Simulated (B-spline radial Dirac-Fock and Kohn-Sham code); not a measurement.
Dipole and non-dipole photoemission parameters of Lu 4f7/2

System: atomic lutetium, [Xe] 4f14 5d1 6s2; threshold 16.42 eV (orbital energy of the model). Level of theory: Dirac-Hartree-Slater photoionisation with a Latter tail; cross sections with all multipoles, angular parameters from the dipole term and its interference with E2; a radial finite-basis atomic code.

For linearly polarised light dσ/dΩ = σ/(4π) [1 + β P₂(cos θ) + (δ + γ cos²θ) sin θ cos φ], with θ from the polarisation vector and φ the angle between the beam and the projection of the electron momentum on the plane normal to the polarisation.

```csv
hν (eV),σ (kb),β,γ,δ
50.7,1800,0.944,0.008,0.007
76.7,3170,0.483,0.005,0.011
79.5,3290,0.460,0.005,0.011
80.1,3310,0.456,0.005,0.011
81.9,3380,0.443,0.005,0.012
116,4140,0.329,0.004,0.015
124,4190,0.324,0.004,0.016
175,4000,0.358,0.006,0.020
196,3780,0.387,0.007,0.021
259,3010,0.488,0.011,0.025
289,2660,0.535,0.013,0.027
300,2530,0.552,0.014,0.027
335,?,?,?,?
600,687,0.868,0.056,0.045
658,547,0.903,0.069,0.048
800,327,0.967,0.106,0.057
804,322,0.969,0.107,0.057
1340,69.5,1.055,0.285,0.087
2000,18.0,1.038,0.504,0.122
2020,17.4,1.037,0.510,0.123
4000,1.36,0.882,0.954,0.224
4410,0.922,0.853,1.018,0.244
4460,0.882,0.849,1.025,0.247
4940,0.585,0.818,1.091,0.270
5414.7,0.402,0.790,1.149,0.294
7110,0.130,0.708,1.313,0.373
7930,0.0814,0.676,1.376,0.410
9251.7,0.0418,0.631,1.461,0.468
10900,0.0203,0.583,1.547,0.536
15000,0.00481,0.493,1.681,0.693
```

Question: Give the values at 335 eV.

Answer: σ = 2170 kb, β = 0.603, γ = 0.017, δ = 0.029.

Values without a named source are computed, but for edge energies of neutral atoms, which are taken from tables.
